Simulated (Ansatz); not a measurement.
```yaml
crystal:
  periodic: [false, false, false]
  atoms:
    - {symbol: O, position_ang: [-1.593503, -0.442812, -0.504030]}
    - {symbol: Sn, position_ang: [0.002911, 0.630957, -0.111154]}
    - {symbol: S, position_ang: [1.813557, -0.855307, 0.402763]}
    - {symbol: H, position_ang: [-1.410838, -1.173135, -1.100353]}
    - {symbol: H, position_ang: [0.488540, 1.494999, -1.497482]}
    - {symbol: H, position_ang: [-0.481098, 1.561423, 1.224069]}
    - {symbol: H, position_ang: [1.241531, -1.284124, 1.540386]}
basis:
  gaussian: {orbitals: def2-TZVPP, point_charges: [{charge: 0.50, position_ang: [5.731, 0.632, 0.930]}]}
magnetization: {spin_polarized: false, initial_magnetization: 2}
hamiltonian: {xc: {name: wB97X-V}}
accuracy: high
output: {forces: true}
```

```sh
$ ansatz run in.yaml --threads 2 --pin off --events-out ev --progress --plain --max-ram 4352MiB
```

Output, abridged:

```
Functional definition: wB97X-V
3181 factors; integrals over basis functions are off by at most 5.0e-9 eV
455 factors; integrals over basis functions are off by at most 1.5e-9 eV
mean field evaluation 1: about -18766.0375 eV, gradient 5.6e1 eV
mean field evaluation 2: about -18766.1031 eV, gradient 5.6e1 eV
mean field evaluation 4: about -18770.9598 eV, gradient 2.0e1 eV
mean field evaluation 8: about -18772.6031 eV, gradient 1.5e0 eV
mean field evaluation 16: about -18772.7423 eV, gradient 4.4e-1 eV
mean field evaluation 32: about -18772.7521 eV, gradient 3.4e-3 eV
mean field -18772.75209980 eV, -689.8859150392 hartree, gradient 7.7e-8 eV, S^2 2.000000; 8 other end points of the search recorded, 0 dependent functions left out
reference -18772.75209983 eV, -689.8859150403 hartree; 26, 24 occupied and 153, 155 virtual orbitals, 3181 factors
Total energy: -18772.75209983 eV, -689.8859150403 hartree
Atom 0 at    -1.593503    -0.442812    -0.504030 Å, force    -0.804192    -0.385562    -0.266403 eV/Å
Atom 1 at     0.002911     0.630957    -0.111154 Å, force    -3.031823     2.488982    -0.577200 eV/Å
Atom 2 at     1.813557    -0.855307     0.402763 Å, force     4.503880    -3.525420     1.276624 eV/Å
Atom 3 at    -1.410838    -1.173135    -1.100353 Å, force    -0.099527     0.083218    -0.025775 eV/Å
Atom 4 at     0.488540     1.494999    -1.497482 Å, force    -0.095552     0.497158    -0.362239 eV/Å
Atom 5 at    -0.481098     1.561423     1.224069 Å, force    -0.416579     0.762326     0.185028 eV/Å
Atom 6 at     1.241531    -1.284124     1.540386 Å, force    -0.075709     0.092955    -0.225064 eV/Å
Dipole moment:     0.450350    -0.398853     0.117316 e Å
```

Hardware: 2 threads of an AMD EPYC 9B14 on a shared host. Wall time 2.5 min, peak host memory 1.5 GiB.
